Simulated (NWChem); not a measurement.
HTeSBr; SMILES S[Te]Br

```xyz
4

Te     0.6115    -0.5839    -0.0017
Br    -0.2188     1.8051     0.0160
S     -1.4196    -1.8304     0.0610
H     -1.6503    -1.8674    -1.2729
```
Atoms are numbered in this order, from 1.

All runs: NWChem. The geometry was optimised at PBE0/def2-SVP. def2 effective core potentials on Te; no spin-orbit coupling. B3LYP is NWChem's, with the RPA form of VWN correlation. Static field.

Question: Order these by “isotropic polarisability (bohr³)”, lowest first: PBE/def2-SVPD; Hartree-Fock/def2-SVPD; B3LYP/def2-SVPD.

Answer: Hartree-Fock/def2-SVPD (85.2), B3LYP/def2-SVPD (89.1), PBE/def2-SVPD (91.0)
